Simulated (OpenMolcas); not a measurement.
**Cr3+: effect of the metal basis**

Cr3+ with its 6 nearest oxide ions at 2.034 Å, on the Mg site of MgO (a = 4.2112 Å, distance in the model lattice 2.106 Å). The rest of the host is ab initio model potentials to 7.6 Å and point charges beyond; the distance is set by hand and nothing relaxes, and no local charge compensation is placed.

- Program: OpenMolcas 26.06
- Method: CASSCF
- Spin-orbit coupling: RASSI with atomic mean-field integrals over the reference wave functions

Fixed: ligand basis ANO-RCC-VDZP, active space 3 electrons in 5 orbitals (3d), DKH2 Hamiltonian.

States (labels of O, the rotations of Oh). Energies in cm-1 above the lowest state or level, χT in cm3 K/mol; 10Dq and B are least-squares fits to the states below 45000 cm-1, weighted by degeneracy, with a free offset, and given where the rms deviation is under 5 % of |10Dq| (or 100 cm-1) and under 700 cm-1.

```tsv
Run	Metal basis	Ground state	First state of that spin	10Dq	B (rms of fit)	First gap with spin-orbit (degeneracies)	χT at 300 K	First state of another spin	Cost
A	ANO-RCC-VDZP	4A2	4T2 16448	16164	1001 (129)	16344 (4, 2)	1.840	2E 18369	roughly 20 core-seconds
B	ANO-RCC-VTZP	4A2	4T2 15525	15330	1015 (87)	15422 (4, 2)	1.838	2E 18559	roughly 30 core-seconds
```

Against A, |10Dq| changes by -5.2 % in B.

Costs are those of the RASSCF and RASSI steps.

Without dynamic correlation the repulsion within the d shell is too large (B by tens of per cent), so at a given field states of lower spin stand too high. Ligand-to-metal charge-transfer states are missing. With no ligand orbital active B as a rule stays too high, so bands that hang on it stand too high and its fall with covalency is understated. With metal d orbitals alone and no dynamic correlation 10Dq can be off by a tenth to a fifth, either way, in oxide and fluoride hosts. No measured value stands beside these numbers; the geometry was set by hand and not optimised.
